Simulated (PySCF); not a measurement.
**ECD: `C[C@H]1CO[Si@H](Cl)O1`, C$_{3}$H$_{7}$ClO$_{2}$Si**

Molfile (atoms numbered from 1):
```
C3H7ClO2Si
     RDKit          3D

 14 14  0  0  0  0  0  0  0  0999 V2000
   -1.6992    0.0849    0.4702 C   0  0  0  0  0  0  0  0  0  0  0  0
   -0.4870   -0.6020   -0.1419 C   0  0  1  0  0  0  0  0  0  0  0  0
    0.2937    0.3489   -1.0835 C   0  0  0  0  0  0  0  0  0  0  0  0
    1.4216    0.8214   -0.3980 O   0  0  0  0  0  0  0  0  0  0  0  0
    1.6539    0.0405    1.0205 Si  0  0  2  0  0  4  0  0  0  0  0  0
    3.3803   -0.9357    1.1289 Cl  0  0  0  0  0  0  0  0  0  0  0  0
    0.4048   -0.9996    0.8717 O   0  0  0  0  0  0  0  0  0  0  0  0
   -1.3905    1.0105    0.9505 H   0  0  0  0  0  0  0  0  0  0  0  0
   -2.1471   -0.5633    1.2189 H   0  0  0  0  0  0  0  0  0  0  0  0
   -2.4360    0.3030   -0.2981 H   0  0  0  0  0  0  0  0  0  0  0  0
   -0.7960   -1.5079   -0.6738 H   0  0  0  0  0  0  0  0  0  0  0  0
    0.6298   -0.1754   -1.9828 H   0  0  0  0  0  0  0  0  0  0  0  0
   -0.3217    1.2030   -1.3746 H   0  0  0  0  0  0  0  0  0  0  0  0
    1.4928    0.9712    2.1204 H   0  0  0  0  0  0  0  0  0  0  0  0
  1  2  1  0
  2  3  1  0
  3  4  1  0
  4  5  1  0
  5  6  1  0
  5  7  1  0
  7  2  1  0
  1  8  1  0
  1  9  1  0
  1 10  1  0
  2 11  1  6
  3 12  1  0
  3 13  1  0
  5 14  1  1
M  END
```

Method: PySCF, TDDFT PBE0/def2-SVPD circular dichroism and optical rotation, one conformer, gas phase. Geometry: GFN2-xTB.

States above about 8.2 eV (minus the energy of the highest occupied orbital) lie near or above the ionisation threshold and depend on the basis. Singlets 7 and 8 lie within 0.01 eV of each other, so their separate moments and overlaps can depend on how they mix.

Task: What are the CIP labels of the stereocentres?

Result: C2 S, Si5 S.

Task: Which excitations and rotatory strengths does the calculation give?

Result: Rotatory strengths R in 10⁻⁴⁰ esu² cm², velocity form and length form (origin at the centre of mass); f in length form.
```tsv
state	E (eV)	λ (nm)	f	R (velocity)	R (length)	main
1	7.56	164	0.019	-5.8	-6.1	HOMO→LUMO 0.97
2	7.61	163	0.008	+1.2	+1.5	HOMO→LUMO+1 0.84, HOMO→LUMO+2 0.11
3	7.76	160	0.005	-11.5	-11.7	HOMO→LUMO+2 0.77
4	8.09	153	0.016	-14.1	-13.4	HOMO−1→LUMO+1 0.40, HOMO−1→LUMO 0.23
5	8.13	152	0.020	+4.3	+3.2	HOMO−1→LUMO 0.69, HOMO−1→LUMO+1 0.12
6	8.36	148	0.068	+18.7	+18.1	HOMO−1→LUMO+2 0.57, HOMO−1→LUMO+1 0.25
7	8.42	147	0.007	+5.8	+6.1	HOMO→LUMO+3 0.53, HOMO−2→LUMO+1 0.14
8	8.43	147	0.013	+24.6	+22.3	HOMO−2→LUMO 0.57, HOMO−2→LUMO+1 0.18
9	8.48	146	0.003	+6.1	+6.9	HOMO−2→LUMO+1 0.44, HOMO−2→LUMO 0.31
10	8.61	144	0.006	-5.6	-4.6	HOMO−2→LUMO+2 0.73, HOMO−2→LUMO+1 0.14
11	8.67	143	0.014	-14.2	-14.1	HOMO→LUMO+6 0.57, HOMO→LUMO+4 0.15
12	8.74	142	0.025	+11.6	+11.9	HOMO→LUMO+5 0.70, HOMO→LUMO+4 0.20
```

Among the states computed, the strongest CD band (largest |R|) is state 8. The largest dissymmetry factor in size, g = 4R/(D+G), with D and G the electric and magnetic dipole strengths, is -0.029 for state 3 (velocity form, f = 0.005), among bands with |R| over 0.5. The mirror image has the same energies and oscillator strengths and all R with the opposite sign.
